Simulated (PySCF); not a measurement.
# Correlation energy of Rh (rhodium, neutral)

[Kr] 4d7 5s1 5p1, one real determinant (an excited configuration). Calculation: PySCF 2.14, in def2-QZVPPD with the def2 core potential (28 electrons) (7s5p4d4f2g, 88 functions); a scalar-relativistic core potential. Frozen: 4s2 4p6; 9 electrons correlated.

```
  level  correlation energy (mhartree)
   CCSD                        -205.83
    (T)                          -7.06
CCSD(T)                        -212.89
```

Diagnostics: T1 = 0.014, D1 = 0.0450, largest double amplitude 0.028.

The real determinant used has ⟨L²⟩ near 14 against 20 for a pure G term, so it mixes terms.

Cost of the coupled-cluster step: roughly 40 core-seconds, for 9 correlated electrons.

Iterations:

```
CC2 = 0
CCSD nocc = (np.int64(7), np.int64(2)), nmo = (84, 84)
frozen orbitals [[0, 1, 2, 3], [0, 1, 2, 3]]
max_cycle = 100
direct = 0
conv_tol = 1e-08
conv_tol_normt = 1e-06
diis_space = 8
diis_start_cycle = 0
Init t2, MP2 energy = -0.203310667692925
Init E_corr(UCCSD) = -0.203310667695449
cycle = 1  E_corr(UCCSD) = -0.203027368517123  dE = 0.000283299178  norm(t1,t2) = 0.040241
cycle = 2  E_corr(UCCSD) = -0.204747798019812  dE = -0.0017204295  norm(t1,t2) = 0.0163268
cycle = 3  E_corr(UCCSD) = -0.205686949351093  dE = -0.000939151331  norm(t1,t2) = 0.00919373
cycle = 4  E_corr(UCCSD) = -0.205754761202733  dE = -6.78118516e-05  norm(t1,t2) = 0.00368705
cycle = 5  E_corr(UCCSD) = -0.205774722160569  dE = -1.99609578e-05  norm(t1,t2) = 0.00250126
cycle = 6  E_corr(UCCSD) = -0.205819453926887  dE = -4.47317663e-05  norm(t1,t2) = 0.00144996
cycle = 7  E_corr(UCCSD) = -0.205829447364087  dE = -9.9934372e-06  norm(t1,t2) = 0.000963472
cycle = 8  E_corr(UCCSD) = -0.205822797297513  dE = 6.65006657e-06  norm(t1,t2) = 0.000625672
cycle = 9  E_corr(UCCSD) = -0.205830841984091  dE = -8.04468658e-06  norm(t1,t2) = 0.000454348
cycle = 10  E_corr(UCCSD) = -0.20583377408573  dE = -2.93210164e-06  norm(t1,t2) = 0.000269716
cycle = 11  E_corr(UCCSD) = -0.205831055244131  dE = 2.7188416e-06  norm(t1,t2) = 0.000161691
cycle = 12  E_corr(UCCSD) = -0.205832705569879  dE = -1.65032575e-06  norm(t1,t2) = 9.92001e-05
cycle = 13  E_corr(UCCSD) = -0.205833233686816  dE = -5.28116937e-07  norm(t1,t2) = 6.91056e-05
cycle = 14  E_corr(UCCSD) = -0.205833285652817  dE = -5.1966001e-08  norm(t1,t2) = 4.65963e-05
cycle = 15  E_corr(UCCSD) = -0.205832944172057  dE = 3.41480761e-07  norm(t1,t2) = 2.40448e-05
cycle = 16  E_corr(UCCSD) = -0.205832870235313  dE = 7.3936744e-08  norm(t1,t2) = 1.22756e-05
cycle = 17  E_corr(UCCSD) = -0.205832944247914  dE = -7.40126018e-08  norm(t1,t2) = 7.98793e-06
cycle = 18  E_corr(UCCSD) = -0.205832872086139  dE = 7.21617756e-08  norm(t1,t2) = 5.52502e-06
cycle = 19  E_corr(UCCSD) = -0.205832819684549  dE = 5.24015897e-08  norm(t1,t2) = 3.52076e-06
cycle = 20  E_corr(UCCSD) = -0.205832780110167  dE = 3.95743817e-08  norm(t1,t2) = 2.5708e-06
cycle = 21  E_corr(UCCSD) = -0.205832771646752  dE = 8.4634158e-09  norm(t1,t2) = 1.84599e-06
cycle = 22  E_corr(UCCSD) = -0.205832773701521  dE = -2.05476947e-09  norm(t1,t2) = 1.32787e-06
cycle = 23  E_corr(UCCSD) = -0.205832758431063  dE = 1.52704576e-08  norm(t1,t2) = 9.6573e-07
cycle = 24  E_corr(UCCSD) = -0.205832752737726  dE = 5.69333766e-09  norm(t1,t2) = 5.81074e-07
UCCSD converged
E(UCCSD) = -109.8469793807981  E_corr = -0.2058327527377257
UCCSD(T) correction = -0.00705852883668658
```

The reference is one real determinant that mixes LS terms of this configuration.
